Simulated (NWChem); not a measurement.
# hydrogen selenide (H₂Se); SMILES [SeH2]

This build's default masses of Se (78.918 u) and Br (79.917 u) are each other's, which moves their modes by up to 0.6 %.

Give the equilibrium geometry at PBE0-D3(BJ)/def2-TZVP (NWChem) as an XYZ file, with the point group.

point group C2v; any orientation.
```
3

Se     0.0000     0.0000     0.0704
H      1.0476     0.0000    -0.9559
H     -1.0476     0.0000    -0.9559
```
